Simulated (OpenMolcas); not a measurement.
**Ni2+: ligand-field states by method**

Ni2+ with 4 ligands (oxide) in tetrahedral coordination (Td) at 1.93 Å. A charge of +1.5 e stands 2.4 Å behind each ligand. Ligand basis ANO-RCC-VDZP.
```
Ni    0.0000    0.0000    0.0000
O     1.1143    1.1143    1.1143
O     1.1143   -1.1143   -1.1143
O    -1.1143    1.1143   -1.1143
O    -1.1143   -1.1143    1.1143
```

* Program: OpenMolcas
* Basis: ANO-RCC-VDZP [5s4p2d1f]
* Scalar Hamiltonian: DKH2, point nucleus
* Active space: 8 electrons in 5 orbitals (3d)
* State averaging: 2S+1 = 3 even, 10 roots; 2S+1 = 1 even, 15 roots
* Spin-orbit coupling: state interaction with AMFI integrals over the reference wave functions

I. CASSCF
II. SS-CASPT2, IPEA 0.25 Eh, imaginary shift 0.1 Eh (closed shells correlated: 3s 3p and the ligand valence shells)

Spin-free states (labels of Td) in cm-1, each column counted from its own energy of the first state listed:

| State | Degeneracy | I | II |
| --- | --- | --- | --- |
| 3T1 | 3 | 0 | 0 |
| 3T2 | 3 | 2093 | 1610 |
| 3A2 | 1 | 4619 | 5800 |
| 1T2 | 3 | 16342 | 11460 |
| 1E | 2 | 17083 | 12570 |
| 3T1 | 3 | 20389 | 17000 |
| 1T2 | 3 | 24957 | 20670 |
| 1T1 | 3 | 26224 | 22840 |
| 1A1 | 1 | 26607 | 22540 |
| 1E | 2 | 26648 | 23440 |
| 1A1 | 1 | 61082 | 48360 |

From I to II, I's first state of the same spin (3T2) moves from 2093 to 1610 cm-1, by about -480 cm-1.

From I to II, I's first state of another spin (1T2) moves from 16342 to 11460 cm-1, by about -4900 cm-1.

I: A least-squares ligand-field fit to the states below 45000 cm-1, each weighted by its degeneracy and with a free common offset, gives 10Dq = -2533 cm-1 (negative for this site), B = 1249 cm-1 and C = 4590 cm-1 (C/B = 3.68), with an rms deviation of 46 cm-1. 

χT at 300 K: I 2.64, II 2.79 cm3 K/mol.

Roots that are degenerate in the reference are averaged as groups; the widest CASPT2 spread within a group is 830 cm-1 (the 3-fold group of multiplicity 1 near 22800 cm-1 above the lowest state of its run, II). Shifts and gaps below about the spread of the groups concerned are not significant. Over all roots computed the reference weight is 0.69 to 0.72 in II; a low but even weight reflects the number of correlated electrons. An orbital triplet at a regular site is open to Jahn-Teller coupling, which can distort the site and quench the lowest spin-orbit gaps and is left out. The oxide ions are held by bare point charges, a crude embedding. Ligand-to-metal charge-transfer states are missing. With oxide or sulfide held by bare charges the field of late divalent 3d ions can come out several times too small, and g and χT far too large. Without dynamic correlation the repulsion within the d shell is too large (B by tens of per cent), so at a given field states of lower spin stand too high (holds for I). With no ligand orbital active B as a rule stays too high, so bands that hang on it stand too high and its fall with covalency is understated (holds for I). With metal d orbitals alone and no dynamic correlation the field as a rule comes out too small, by tens of per cent, by up to half for chloride and softer ligands, and with too little covalency χT stands high (holds for I). A single d shell leaves out the double-shell effect, which counts most for late 3d ions, where the CASPT2 field can be off either way by tens of per cent (holds for II). These CASPT2 states fit no ligand-field parameters well, so their order and spin gaps are uncertain (holds for II). For late 3d ions with one d shell CASPT2 can put B and the spin-flip bands somewhat low as well as high (holds for II). With one d shell and no ligand orbital active, 10Dq can be off by tens of per cent for divalent 3d ions, low with halides held by bare charges and at times high in hosts (holds for II). Free-ion shares, where given, are those of the reference states; single-state CASPT2 does not remix them (holds for II). No measured value stands beside these numbers; the geometry is a model, was not optimised and need not be the one that this ion takes.
